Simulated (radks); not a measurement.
Problem. Pd3+, configuration [Kr] 4d7. Calculated with a radial shooting solver on a logarithmic mesh with Libxc functionals: scalar-relativistic Kohn-Sham, PBE, spin-unpolarised, spherical densities, finite nucleus; Fermi nuclear charge, rms radius 4.5318 fm. Some entries of the table are withheld. Estimate them.

| orbital | occ. | eigenvalue (Ry) | r(max) (bohr) |
|---|---|---|---|
| 1s | 2 | -1779.174 | 0.02066 |
| 2s | 2 | -262.3983 | 0.1168 |
| 2p | 6 | (1) | (2) |
| 3s | 2 | -49.81689 | 0.3418 |
| 3p | 6 | -40.99926 | 0.3350 |
| 3d | 10 | -26.99631 | 0.2823 |
| 4s | 2 | (3) | 0.8492 |
| 4p | 6 | -6.72082 | (4) |
| 4d | 7 | (5) | 1.058 |

Solution. 
(1) 2p eigenvalue (Ry): -235.5749
(2) 2p r(max) (bohr): 0.09340
(3) 4s eigenvalue (Ry): -9.26612
(4) 4p r(max) (bohr): 0.9055
(5) 4d eigenvalue (Ry): -3.06041
